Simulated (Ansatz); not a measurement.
Ansatz (a program for electronic structure) input file for C₂H₆BO₂, SMILES CO[B]OC, multiplicity 2, PBE-D3(BJ)/def2-SVP. 

Ansatz 0.2 input:
```yaml
crystal:
  periodic: [false, false, false]
  atoms:
    - {symbol: C, position_ang: [1.94865384, 0.53099489, 0.35016202]}
    - {symbol: O, position_ang: [1.31978677, -0.64779729, -0.13904258]}
    - {symbol: B, position_ang: [-0.01150437, -0.74848240, -0.28672014]}
    - {symbol: O, position_ang: [-0.87134007, 0.25037563, 0.02287560]}
    - {symbol: C, position_ang: [-2.27443646, 0.14280474, -0.11810273]}
    - {symbol: H, position_ang: [1.21447581, 1.22290044, 0.79015535]}
    - {symbol: H, position_ang: [2.68869991, 0.24375602, 1.11215244]}
    - {symbol: H, position_ang: [2.47230611, 1.03626841, -0.47678385]}
    - {symbol: H, position_ang: [-2.75145411, 0.29668334, 0.86267116]}
    - {symbol: H, position_ang: [-2.63143945, 0.92362146, -0.80806642]}
    - {symbol: H, position_ang: [-2.56794446, -0.84424233, -0.50954787]}
basis:
  gaussian:
    orbitals: def2-SVP
hamiltonian:
  xc: pbe
  dispersion: d3bj
magnetization: {spin_polarized: true, initial_magnetization: 1}
relax: {f_tol: 0.002, max_steps: 200}
```

It prints:

```
WARN ansatz: RAYON_NUM_THREADS=1 ignored (pool sized by the plan → 1); use --threads N
Functional definition: PBE
integrals: 0.04 GiB planned
1104 factors; their error is unknown
mean field: 0.31 GiB planned
mean field evaluation 1: about -6919.5904 eV, gradient 4.5e1 eV
mean field evaluation 2: about -6900.9360 eV, gradient 8.1e1 eV
mean field evaluation 4: about -6928.4894 eV, gradient 4.0e0 eV
mean field evaluation 8: about -6928.5568 eV, gradient 2.2e-1 eV
mean field evaluation 16: about -6928.5166 eV, gradient 8.4e-5 eV
mean field -6928.51658088 eV, -254.6182880300 hartree, gradient 2.1e-5 eV, S^2 0.752649; 0 other end points of the search recorded, 0 dependent functions left out
the calculation of the forces begins
reference -6928.51661701 eV, -254.6182893580 hartree; 20, 19 occupied and 80, 81 virtual orbitals, 1104 factors
relax step   1: F+E_penalty+E_count = -6928.68728290 eV  Δ(F+E_penalty+E_count) = +0.000e0 eV  max|allowed force component| = 2.650e-1 eV/Å  Δτ_max = 0.0000 Å  (30 SCF iters, accepted)
these checks for a lower state are left out or cut short: starts, cluster_reference, orbital_swaps, neighbouring_geometries, increment
integrals: 0.04 GiB planned
1104 factors; their error is unknown
mean field: 0.31 GiB planned
mean field -6928.52655152 eV, -254.6186544446 hartree, gradient 7.6e-6 eV, S^2 0.752667; 0 other end points of the search recorded, 0 dependent functions left out
the calculation of the forces begins
reference -6928.52658770 eV, -254.6186557739 hartree; 20, 19 occupied and 80, 81 virtual orbitals, 1104 factors
relax step   2: F+E_penalty+E_count = -6928.69673650 eV  Δ(F+E_penalty+E_count) = -9.454e-3 eV  max|allowed force component| = 1.039e-1 eV/Å  Δτ_max = 0.0159 Å  (33 SCF iters, accepted)
these checks for a lower state are left out or cut short: starts, cluster_reference, orbital_swaps, neighbouring_geometries, increment
integrals: 0.04 GiB planned
1104 factors; their error is unknown
mean field: 0.31 GiB planned
mean field -6928.52783614 eV, -254.6187016533 hartree, gradient 2.1e-5 eV, S^2 0.752679; 0 other end points of the search recorded, 0 dependent functions left out
the calculation of the forces begins
reference -6928.52787233 eV, -254.6187029833 hartree; 20, 19 occupied and 80, 81 virtual orbitals, 1104 factors
relax step   3: F+E_penalty+E_count = -6928.69781470 eV  Δ(F+E_penalty+E_count) = -1.078e-3 eV  max|allowed force component| = 3.257e-2 eV/Å  Δτ_max = 0.0104 Å  (27 SCF iters, accepted)
these checks for a lower state are left out or cut short: starts, cluster_reference, orbital_swaps, neighbouring_geometries, increment
integrals: 0.04 GiB planned
1104 factors; their error is unknown
mean field: 0.31 GiB planned
mean field evaluation 32: about -6928.5674 eV, gradient 1.6e-1 eV
mean field -6928.52789965 eV, -254.6187039873 hartree, gradient 2.1e-5 eV, S^2 0.752680; 0 other end points of the search recorded, 0 dependent functions left out
the calculation of the forces begins
reference -6928.52793585 eV, -254.6187053176 hartree; 20, 19 occupied and 80, 81 virtual orbitals, 1104 factors
relax step   4: F+E_penalty+E_count = -6928.69788660 eV  Δ(F+E_penalty+E_count) = -7.190e-5 eV  max|allowed force component| = 1.498e-2 eV/Å  Δτ_max = 0.0040 Å  (24 SCF iters, accepted)
these checks for a lower state are left out or cut short: starts, cluster_reference, orbital_swaps, neighbouring_geometries, increment
integrals: 0.04 GiB planned
1104 factors; their error is unknown
mean field: 0.31 GiB planned
mean field -6928.52805573 eV, -254.6187097231 hartree, gradient 7.5e-6 eV, S^2 0.752677; 0 other end points of the search recorded, 0 dependent functions left out
the calculation of the forces begins
reference -6928.52809194 eV, -254.6187110537 hartree; 20, 19 occupied and 80, 81 virtual orbitals, 1104 factors
relax step   5: F+E_penalty+E_count = -6928.69800568 eV  Δ(F+E_penalty+E_count) = -1.191e-4 eV  max|allowed force component| = 1.233e-2 eV/Å  Δτ_max = 0.0221 Å  (31 SCF iters, accepted)
these checks for a lower state are left out or cut short: starts, cluster_reference, orbital_swaps, neighbouring_geometries, increment
integrals: 0.04 GiB planned
1104 factors; their error is unknown
mean field: 0.31 GiB planned
mean field -6928.52817104 eV, -254.6187139605 hartree, gradient 7.8e-6 eV, S^2 0.752676; 0 other end points of the search recorded, 0 dependent functions left out
the calculation of the forces begins
reference -6928.52820727 eV, -254.6187152919 hartree; 20, 19 occupied and 80, 81 virtual orbitals, 1104 factors
relax step   6: F+E_penalty+E_count = -6928.69812781 eV  Δ(F+E_penalty+E_count) = -1.221e-4 eV  max|allowed force component| = 2.720e-2 eV/Å  Δτ_max = 0.0391 Å  (31 SCF iters, accepted)
these checks for a lower state are left out or cut short: starts, cluster_reference, orbital_swaps, neighbouring_geometries, increment
integrals: 0.04 GiB planned
1104 factors; their error is unknown
mean field: 0.31 GiB planned
mean field -6928.52823516 eV, -254.6187163171 hartree, gradient 2.5e-5 eV, S^2 0.752678; 0 other end points of the search recorded, 0 dependent functions left out
the calculation of the forces begins
reference -6928.52827140 eV, -254.6187176488 hartree; 20, 19 occupied and 80, 81 virtual orbitals, 1104 factors
relax step   7: F+E_penalty+E_count = -6928.69820750 eV  Δ(F+E_penalty+E_count) = -7.969e-5 eV  max|allowed force component| = 1.832e-2 eV/Å  Δτ_max = 0.0085 Å  (25 SCF iters, accepted)
these checks for a lower state are left out or cut short: starts, cluster_reference, orbital_swaps, neighbouring_geometries, increment
integrals: 0.04 GiB planned
1104 factors; their error is unknown
mean field: 0.31 GiB planned
mean field evaluation 64: about -6928.5284 eV, gradient 7.7e-6 eV
mean field -6928.52835042 eV, -254.6187205527 hartree, gradient 7.7e-6 eV, S^2 0.752679; 0 other end points of the search recorded, 0 dependent functions left out
the calculation of the forces begins
reference -6928.52838668 eV, -254.6187218852 hartree; 20, 19 occupied and 80, 81 virtual orbitals, 1104 factors
relax step   8: F+E_penalty+E_count = -6928.69833687 eV  Δ(F+E_penalty+E_count) = -1.294e-4 eV  max|allowed force component| = 1.253e-2 eV/Å  Δτ_max = 0.0296 Å  (31 SCF iters, accepted)
these checks for a lower state are left out or cut short: starts, cluster_reference, orbital_swaps, neighbouring_geometries, increment
integrals: 0.04 GiB planned
1104 factors; their error is unknown
mean field: 0.31 GiB planned
mean field -6928.52842251 eV, -254.6187232021 hartree, gradient 7.6e-6 eV, S^2 0.752678; 0 other end points of the search recorded, 0 dependent functions left out
the calculation of the forces begins
reference -6928.52845880 eV, -254.6187245356 hartree; 20, 19 occupied and 80, 81 virtual orbitals, 1104 factors
relax step   9: F+E_penalty+E_count = -6928.69839462 eV  Δ(F+E_penalty+E_count) = -5.775e-5 eV  max|allowed force component| = 1.789e-2 eV/Å  Δτ_max = 0.0282 Å  (31 SCF iters, accepted)
these checks for a lower state are left out or cut short: starts, cluster_reference, orbital_swaps, neighbouring_geometries, increment
integrals: 0.04 GiB planned
1104 factors; their error is unknown
mean field: 0.31 GiB planned
mean field -6928.52846919 eV, -254.6187249175 hartree, gradient 7.5e-6 eV, S^2 0.752677; 0 other end points of the search recorded, 0 dependent functions left out
the calculation of the forces begins
reference -6928.52850549 eV, -254.6187262514 hartree; 20, 19 occupied and 80, 81 virtual orbitals, 1104 factors
relax step  10: F+E_penalty+E_count = -6928.69843355 eV  Δ(F+E_penalty+E_count) = -3.892e-5 eV  max|allowed force component| = 1.403e-2 eV/Å  Δτ_max = 0.0165 Å  (32 SCF iters, accepted)
these checks for a lower state are left out or cut short: starts, cluster_reference, orbital_swaps, neighbouring_geometries, increment
integrals: 0.04 GiB planned
1104 factors; their error is unknown
mean field: 0.31 GiB planned
mean field -6928.52851150 eV, -254.6187264724 hartree, gradient 7.3e-6 eV, S^2 0.752675; 0 other end points of the search recorded, 0 dependent functions left out
the calculation of the forces begins
reference -6928.52854781 eV, -254.6187278068 hartree; 20, 19 occupied and 80, 81 virtual orbitals, 1104 factors
relax step  11: F+E_penalty+E_count = -6928.69846096 eV  Δ(F+E_penalty+E_count) = -2.741e-5 eV  max|allowed force component| = 1.024e-2 eV/Å  Δτ_max = 0.0216 Å  (31 SCF iters, accepted)
these checks for a lower state are left out or cut short: starts, cluster_reference, orbital_swaps, neighbouring_geometries, increment
integrals: 0.04 GiB planned
1104 factors; their error is unknown
mean field: 0.31 GiB planned
mean field -6928.52852548 eV, -254.6187269860 hartree, gradient 1.5e-5 eV, S^2 0.752675; 0 other end points of the search recorded, 0 dependent functions left out
the calculation of the forces begins
reference -6928.52856179 eV, -254.6187283205 hartree; 20, 19 occupied and 80, 81 virtual orbitals, 1104 factors
relax step  12: F+E_penalty+E_count = -6928.69847778 eV  Δ(F+E_penalty+E_count) = -1.682e-5 eV  max|allowed force component| = 4.155e-3 eV/Å  Δτ_max = 0.0105 Å  (26 SCF iters, accepted)
these checks for a lower state are left out or cut short: starts, cluster_reference, orbital_swaps, neighbouring_geometries, increment
integrals: 0.04 GiB planned
1104 factors; their error is unknown
mean field: 0.31 GiB planned
mean field evaluation 96: about -6928.5285 eV, gradient 2.0e-5 eV
mean field -6928.52852502 eV, -254.6187269693 hartree, gradient 2.0e-5 eV, S^2 0.752676; 0 other end points of the search recorded, 0 dependent functions left out
the calculation of the forces begins
reference -6928.52856134 eV, -254.6187283038 hartree; 20, 19 occupied and 80, 81 virtual orbitals, 1104 factors
relax step  13: F+E_penalty+E_count = -6928.69848040 eV  Δ(F+E_penalty+E_count) = -2.621e-6 eV  max|allowed force component| = 1.511e-3 eV/Å  Δτ_max = 0.0040 Å  (24 SCF iters, accepted)
these checks for a lower state are left out or cut short: starts, cluster_reference, orbital_swaps, neighbouring_geometries, increment
integrals: 0.04 GiB planned
1104 factors; their error is unknown
mean field: 0.31 GiB planned
mean field -6928.52852441 eV, -254.6187269467 hartree, gradient 2.0e-5 eV, S^2 0.752676; 0 other end points of the search recorded, 0 dependent functions left out
the calculation of the forces begins
reference -6928.52856073 eV, -254.6187282813 hartree; 20, 19 occupied and 80, 81 virtual orbitals, 1104 factors
relax step  14: F+E_penalty+E_count = -6928.69848105 eV  Δ(F+E_penalty+E_count) = -6.498e-7 eV  max|allowed force component| = 5.722e-4 eV/Å  Δτ_max = 0.0046 Å  (24 SCF iters, accepted)
integrals: 0.04 GiB planned
1104 factors; their error is unknown
mean field: 0.31 GiB planned
mean field -6928.52852441 eV, -254.6187269467 hartree, gradient 2.1e-5 eV, S^2 0.752676; 1 other end points of the search recorded, 0 dependent functions left out
the calculation of the forces begins
reference -6928.52856073 eV, -254.6187282813 hartree; 20, 19 occupied and 80, 81 virtual orbitals, 1104 factors
Total energy: -6928.69851737 eV, -254.6249740727 hartree
Atom 0 at     1.962758     0.539512     0.334142 Å, force    -0.000183     0.000221    -0.000011 eV/Å
Atom 1 at     1.325442    -0.624843    -0.205145 Å, force     0.000132    -0.000572    -0.000074 eV/Å
Atom 2 at    -0.012564    -0.728596    -0.328544 Å, force     0.000133    -0.000276    -0.000205 eV/Å
Atom 3 at    -0.879346     0.250162     0.042227 Å, force    -0.000347     0.000528     0.000116 eV/Å
Atom 4 at    -2.287069     0.129109    -0.092565 Å, force    -0.000047    -0.000118     0.000117 eV/Å
Atom 5 at     1.221963     1.311603     0.625204 Å, force     0.000197     0.000017    -0.000008 eV/Å
Atom 6 at     2.558023     0.245993     1.222678 Å, force    -0.000045     0.000150    -0.000224 eV/Å
Atom 7 at     2.652375     0.958419    -0.426751 Å, force    -0.000020     0.000030     0.000308 eV/Å
Atom 8 at    -2.763249     0.231954     0.904717 Å, force    -0.000025     0.000005     0.000158 eV/Å
Atom 9 at    -2.666427     0.942839    -0.745118 Å, force     0.000124     0.000150    -0.000106 eV/Å
Atom 10 at    -2.576101    -0.849270    -0.531092 Å, force     0.000080    -0.000136    -0.000071 eV/Å
Dipole moment:    -0.161062     0.330406     0.132946 e Å
```

The calculation finished and met its thresholds.

Cost: roughly 70 core-seconds.
